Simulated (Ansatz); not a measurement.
The same path of ClH + F4Ge (7 atoms, charge 0, multiplicity 1) was run twice with different band settings. Lost on the way: Ge1–F2, Cl6–H7. Made: Ge1–Cl6, F2–H7.

Theory: Ansatz, RKS PBE0/def2-SVP.

Relaxed end points:

```xyz
7
Properties=species:S:1:pos:R:3
Ge 0.227 0.000 -0.111
F 0.219 0.001 1.596
F 1.857 0.000 -0.596
F -0.503 1.406 -0.718
F -0.502 -1.407 -0.717
Cl -2.867 0.004 1.319
H -2.020 -0.004 2.289
```

```xyz
7
Properties=species:S:1:pos:R:3
Ge -0.427 -0.247 -0.283
F -0.211 0.932 2.072
F 1.062 -0.764 0.361
F -0.464 1.426 -0.597
F -0.510 -0.978 -1.826
Cl -2.108 -0.952 0.800
H -0.932 0.582 2.535
```

Common settings: movable images 7; climbing image yes; spring 5.0 eV/Å²; optimiser quadratic models (default); start path through a guess of the saddle point; end points relaxed.

| run | force threshold | iteration limit |
| --- | --- | --- |
| 1 | 0.05 eV/Å | 45 |
| 2 | 0.2 eV/Å | 53 |

Q: What does each run give, and how far can it be trusted?

A: Run 1: converged after 11 iterations, highest image 0.765 eV above the first end. A vibrational analysis at the climbing image gives one clearly imaginary mode, 532i cm⁻¹: a first-order saddle point.
Run 2: converged after 9 iterations, highest image 0.765 eV above the first end. The threshold of 0.2 eV/Å is loose, so the images may lie well off the minimum-energy path. Another band between the same ends (7 images) ends at a top of the same energy, where a vibrational analysis finds 1 clearly imaginary mode.
The orbitals stay closed-shell, which can raise the energy where a bond breaks towards radicals; this wasn't checked here.
